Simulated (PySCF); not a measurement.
**[C7H10BO2]-, charge -1**

Cartesian coordinates in Å; atom numbers follow the order of the lines, from 1:
```xyz
20

C    -1.992   -2.321   -1.054
B    -2.020   -0.781   -0.597
C    -2.993   -0.377    0.616
C    -0.903    0.186   -1.052
O    -1.970    0.271   -1.792
C     0.278    0.893   -1.167
C     1.350    0.686   -0.284
C     2.575    1.322   -0.290
C     3.605    1.031    0.666
O     3.572    0.224    1.588
H    -1.576   -2.964   -0.258
H    -3.009   -2.701   -1.265
H    -1.380   -2.483   -1.957
H    -4.033   -0.705    0.430
H    -3.013    0.710    0.801
H    -2.676   -0.863    1.557
H     0.369    1.633   -1.974
H     1.206   -0.065    0.504
H     2.793    2.084   -1.047
H     4.541    1.644    0.513
```

Total charge -1.

The calculation used quadratic response CAM-B3LYP/aug-cc-pVDZ first hyperpolarisability, Taylor convention, gas phase (PySCF). Geometry: PBE0-D3(BJ)/def2-SVP.

The bonding changed while the geometry was optimised; results refer to the coordinates, not to the name. For a gas-phase anion, states above the detachment energy (about 3.1 eV, taken as minus the energy of the highest occupied orbital) lie in the continuum and depend on the basis.

Q: Give the tensor of the static β(0;0,0) in the axes of these coordinates.

A: In au, Taylor convention; rows are the first index (the induced dipole):
```tsv
	xx	yy	zz	xy	xz	yz
x	-494.4	+92.5	-288.4	+133.7	-468.5	+0.8
y	+133.7	-56.4	-65.6	+92.5	+0.8	+71.2
z	-468.5	+71.2	-29.6	+0.8	-288.4	-65.6
```
Norm of βᵢ = ⅓ Σⱼ (βᵢⱼⱼ + βⱼᵢⱼ + βⱼⱼᵢ): 811.8 au, hyper-Rayleigh value 413.0 au.
